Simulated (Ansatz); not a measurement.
Ansatz (a quantum-chemistry and plane-wave program) input (CCSD(T)/aug-cc-pVDZ):

Ansatz 0.2 input:
```yaml
crystal:
  periodic: [false, false, false]
  atoms:
    - {symbol: C, position_ang: [-0.00000000, -0.00000000, -1.88659538]}
    - {symbol: C, position_ang: [-0.00000000, -0.00000000, -0.68177999]}
    - {symbol: C, position_ang: [0.00000000, 0.00000000, 0.68177999]}
    - {symbol: C, position_ang: [0.00000000, 0.00000000, 1.88659538]}
    - {symbol: H, position_ang: [-0.00000000, -0.00000000, -2.94883252]}
    - {symbol: H, position_ang: [0.00000000, 0.00000000, 2.94883252]}
basis:
  gaussian:
    orbitals: aug-cc-pVDZ
total_charge: 1
magnetization: {spin_polarized: true, initial_magnetization: 1}
correlation: {method: ccsd_t, electrons: outside_noble_gas}
```

Output:

```
Functional definition: HF
integrals: 0.29 GiB planned
1130 factors; integrals over basis functions are off by at most 9.1e-4 eV
mean field: 0.31 GiB planned
mean field evaluation 1: about -4138.0494 eV, gradient 2.2e1 eV
mean field evaluation 2: about -4138.0497 eV, gradient 2.2e1 eV
mean field evaluation 4: about -4141.0220 eV, gradient 4.4e0 eV
mean field evaluation 8: about -4141.2158 eV, gradient 2.5e-1 eV
mean field evaluation 16: about -4141.0220 eV, gradient 4.4e0 eV
mean field evaluation 32: about -4141.2206 eV, gradient 4.1e-6 eV
mean field evaluation 64: about -4140.9588 eV, gradient 3.4e0 eV
mean field evaluation 96: about -4137.7849 eV, gradient 1.1e-1 eV
mean field evaluation 128: about -4137.7856 eV, gradient 6.3e-4 eV
mean field -4141.22057379 eV, -152.1870490666 hartree, gradient 1.0e-6 eV, S^2 0.890767; 8 other end points of the search recorded, 0 dependent functions left out
determinant -4141.22057379 eV, -152.1870490666 hartree, with singles and doubles -4154.35383781 eV, -152.6696876175 hartree
determinant -4137.78555344 eV, -152.0608143971 hartree, with singles and doubles -4151.57516573 eV, -152.5675733020 hartree
4 core orbitals not correlated
reference -4141.22057379 eV, -152.1870490666 hartree; 9, 8 occupied and 97, 98 virtual orbitals, 1130 factors
second order -12.16447195 eV of doubles, -0.00000000 eV of singles
coupled cluster: 0.83 GiB planned
cycle   1  -13.09712528 eV  change   -3.7e-1 eV  update   2.3e-2
cycle   2  -13.11961241 eV  change   -2.2e-2 eV  update   5.5e-3
cycle   3  -13.12109915 eV  change   -1.5e-3 eV  update   2.3e-3
cycle   4  -13.12318011 eV  change   -2.1e-3 eV  update   9.1e-4
cycle   5  -13.12427125 eV  change   -1.1e-3 eV  update   4.8e-4
cycle   6  -13.12483835 eV  change   -5.7e-4 eV  update   1.6e-4
cycle   7  -13.12490474 eV  change   -6.6e-5 eV  update   4.9e-5
cycle   8  -13.12493105 eV  change   -2.6e-5 eV  update   1.7e-5
cycle   9  -13.12492623 eV  change    4.8e-6 eV  update   7.1e-6
coupled cluster: 0.83 GiB planned
perturbative correction -0.65896760 eV, -0.0242166127 hartree
Total energy: -4155.00446762 eV, -152.6935978219 hartree
```

This state (charge 1, doublet) is run at the relaxed geometry of the species with charge 0 and multiplicity 1.

The determinant is spin-contaminated: <S^2> is 0.89 against 0.75 for a pure state.
